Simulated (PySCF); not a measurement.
C₂H₉BeNSi. Atoms are numbered in the order given.

```xyz
14

Be    -0.2368     0.1352     0.1747
N      0.8515    -0.4759    -0.6683
C      2.2575    -0.1475    -0.5220
C      0.6035    -1.4545    -1.7109
H      2.8625    -1.0401    -0.2663
H      2.6791     0.2756    -1.4555
H      2.4095     0.5961     0.2773
H      0.9457    -1.0940    -2.7014
H      1.1306    -2.4087    -1.5112
H     -0.4720    -1.6810    -1.7939
Si    -1.7944     1.0043     1.4013
H     -2.8541     0.0092     1.7700
H     -2.5040     2.1485     0.7428
H     -1.2547     1.5358     2.6962
```

Coordinates come from a B3LYP-D3(BJ)/def2-SVP optimisation. Other conformers were not sampled.

All values below come from PBE/pcSseg-1 (PySCF).

GIAO shieldings, no solvent; atoms alike by connectivity are averaged. δ = σ(ref) − σ: ¹⁵N against NH3 (σ = 267.0 ppm); ¹³C against TMS (σ = 182.0 ppm); ¹H against TMS (σ = 31.49 ppm); ²⁹Si against TMS (σ = 335.4 ppm), references at their B3LYP-D3(BJ)/def2-TZVP geometries, non-relativistic.

Computed chemical shifts:
```
nucleus                    atoms  count  δ (ppm)
-------  -----------------------  -----  -------
¹⁵N                           N2      1    101.3
¹³C                       C3, C4      2     42.1
¹H                 H12, H13, H14      3     3.22
¹H       H5, H6, H7, H8, H9, H10      6     3.02
²⁹Si                        Si11      1   -153.2
```
